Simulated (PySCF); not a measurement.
Identify the unknown among the candidates.

All candidates are C5H9O2P.

- Triplet: lowest triplet excitation (Tamm–Dancoff): 4.46 eV [TDA B3LYP/def2-SVPD]
- UV, first state: lowest singlet excitation: 5.16 eV (240 nm, f = 0.029) [TDDFT B3LYP/def2-SVPD]
- Dipole: 2.65 D [B3LYP/def2-SVPD]
- Polarisability: 91.5 au [B3LYP/def2-SVPD]
- UV, strongest line: among the 8 lowest singlet transitions: S5 at 6.58 eV (188 nm, f = 0.066) [TDDFT B3LYP/def2-SVPD]
- 13C NMR: chemical shifts (computed TMS as zero) by class: 185.3 (1 C), 51.4 (1 C), 9.7 (2 C), 6.9 (1 C) ppm [GIAO PBE0/pcSseg-1]
- Rotational structure: rotational constants A, B, C: 3.030, 1.080, 0.964 GHz [GFN2-xTB]
- NMR, other nuclei: isotropic shieldings of nuclei other than C and H, by class: -134 (1 O), 139 (1 O), 355 (1 P) ppm [GIAO PBE0/pcSseg-1]
- 1H NMR: chemical shifts (computed TMS as zero) by class: 4.02 (3 H), 2.88 (1 H), 0.96 (1 H), 0.89 (2 H), 0.35 (2 H) ppm [GIAO PBE0/pcSseg-1]

The electronic properties come from PySCF, for the isolated species, density fitting. Levels stand in brackets. One conformer (not necessarily the lowest) at the GFN2-xTB geometry, without solvent, vibrations or thermal averaging. GFN2-xTB frequencies show an imaginary mode (37i cm⁻¹), so this geometry is no minimum at that level. NMR values are class means; diastereotopic atoms form classes of their own.

Question: Which candidate is it?
A. `COC1=CCC[P@H]1=O`
B. `C=C[P@@](=O)(O)C1CC1`
C. `O=C1CC[PH](=O)CC1`
D. `COC(=O)PC1CC1`

Answer: D. It is `COC(=O)PC1CC1`. Numbering: `[CH3:1][O:2][C:3](=[O:4])[PH:5][CH:6]1[CH2:7][CH2:8]1`. 5 carbons fall into 4 classes; from least to most shielded: carbonyl carbon [C3] (185.3 ppm), methoxy carbon [C1] (51.4 ppm), three-membered-ring carbon [C7/C8] (9.7 ppm, 2 C, up to 4.3 ppm apart in this geometry), ring sp3 carbon bound to phosphorus [C6] (6.9 ppm). Hydrogen classes from least to most shielded: 3 H on a methoxy carbon, C1 (4.02 ppm, a mean of values up to 1.6 ppm apart in this geometry), 1 H on a phosphine phosphorus, P5 (2.88 ppm), 1 H on an sp3 carbon bound to phosphorus, C6 (0.96 ppm), 2 H on 2 three-membered-ring carbons, C7/C8 (0.89 ppm), 2 H on 2 three-membered-ring carbons, C7/C8 (0.35 ppm). The other shieldings belong to: -134 ppm, carbonyl oxygen [O4]; 139 ppm, oxygen singly bound to a carbonyl carbon [O2]; 355 ppm, phosphine phosphorus [P5]. S1 is mainly HOMO→LUMO (weight 0.85); the largest Löwdin shares of the orbital it empties are 0.44 on the phosphine phosphorus, 0.19 on the carbonyl oxygen, 0.09 on the sp3 carbon bound to phosphorus and 0.08 on the carbonyl carbon, of the orbital it fills 0.31 on the carbonyl carbon, 0.24 on the carbonyl oxygen, 0.19 on the phosphine phosphorus and 0.12 on the oxygen singly bound to a carbonyl carbon. The optimised geometry has point group C1 and is an asymmetric top.

The others, at the same levels:
- `COC1=CCC[P@H]1=O` fails: it has 5 carbon classes against 4; its computed 13C shifts are 165.0 (1 C), 121.6 (1 C), 62.9 (1 C), 31.5 (1 C), 24.0 (1 C) ppm, 1H shifts are 8.53 (1 H), 5.63 (1 H), 4.23 (3 H), 2.44 (1 H), 2.24 (1 H), 2.18 (1 H), 2.06 (1 H) ppm and rotational constant A is 2.544 GHz (against 3.030 GHz).
- `C=C[P@@](=O)(O)C1CC1` fails: it has 5 carbon classes against 4; its computed 13C shifts are 141.8 (1 C), 137.9 (1 C), 14.3 (1 C), 2.6 (1 C), 2.3 (1 C) ppm, 1H shifts are 6.48 (1 H), 6.46 (1 H), 6.32 (1 H), 2.38 (1 H), 1.12 (1 H), 0.81 (1 H), 0.70 (1 H), 0.60 (1 H), 0.55 (1 H) ppm and rotational constant A is 2.802 GHz (against 3.030 GHz).
- `O=C1CC[PH](=O)CC1` fails: it has 3 carbon classes against 4; its computed 13C shifts are 213.8 (1 C), 38.4 (2 C), 34.1 (2 C) ppm, 1H shifts are 7.38 (1 H), 3.40 (2 H), 2.47 (2 H), 2.34 (2 H), 1.57 (2 H) ppm and lowest singlet excitation is 4.28 eV (290 nm, f = 0.000) (against 5.16 eV).

Each candidate is one conformer, not necessarily the lowest. The conformers computed, where there is a choice (atom-mapped SMILES and torsion angles):
- `[CH3:1][O:2][C:3](=[O:4])[PH:5][CH:6]1[CH2:7][CH2:8]1`: C1–O2–C3–O4 0°, O2–C3–P5–C6 58°, C3–P5–C6–C7 136°
- `[CH2:1]=[CH:2][P@@:3](=[O:4])([OH:5])[CH:6]1[CH2:7][CH2:8]1`: C1–C2–P3–O4 -130°, C2–P3–C6–C7 83°, H–O5–P3–C2 -125°

The conformers of `COC1=CCC[P@H]1=O` and `O=C1CC[PH](=O)CC1` aren't listed.
